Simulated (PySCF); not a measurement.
# How ionic is MRb along the alkali metals?

PBE0 in PySCF with def2-SVPD on every atom (core potentials on Rb, Cs), for the lowest determinant that a PBE0 search found; no spin–orbit coupling. A negative dipole means M(+)Rb(−).

| M | state (unpaired electrons) | Re (Å) | μ (D) |
| --- | --- | --- | --- |
| Li | singlet (closed shell) | 3.569 | 3.64 |
| Na | singlet (closed shell) | 3.717 | 3.35 |
| K | singlet (closed shell) | 4.157 | 0.57 |
| Cs | singlet (closed shell) | 4.533 | -1.30 |

**Question.** Give the ionic character |μ|/(e·Re) of each, with 1 e·Å = 4.803 D, and the positive end.

**Answer.** RbLi 21 % (Rb positive), RbNa 19 % (Rb positive), KRb 3 % (Rb positive), CsRb 6 % (Cs positive). Lone pairs and polarisation enter μ too, so this number is only a rough measure of charge transfer.

Closed-shell solutions of metal pairs were not tested for spin polarisation, which can lower them a little. Spin–orbit coupling is left out.
